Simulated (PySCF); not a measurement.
# MBe for M along group 15

r²SCAN with double-zeta basis sets in PySCF, for the lowest determinant that a PBE0 search found; no spin–orbit coupling. De refers to high-spin ground-configuration atoms. A positive dipole means M(−)Be(+).

```csv
M,basis,state (unpaired electrons),Re (Å),ωe (cm⁻¹),De (eV),μ (D)
N,aug-pcseg-1,"quartet (σ ↑, π ↑↑)",1.631,868,1.98,1.42
P,pcseg-1,"quartet (σ ↑, π ↑↑)",2.086,603,1.58,0.68
As,aug-cc-pVDZ/aug-cc-pVDZ-PP,"quartet (σ ↑, π ↑↑)",2.183,524,1.56,0.12
Sb,x2c-SVPall,"quartet (σ ↑, π ↑↑)",2.414,457,1.39,-0.24
```

The shortest bond is that of BeN (1.631 Å), the longest that of BeSb (2.414 Å).

The rows differ in basis set, which adds steps of its own.

Down a group the atoms grow and get heavier, so bonds lengthen and wavenumbers fall; this series shows no clear exception.

Spin–orbit coupling is left out, which matters for elements this heavy, above all for dissociation energies. States were picked by a PBE0 search and need not be the measured ground states.
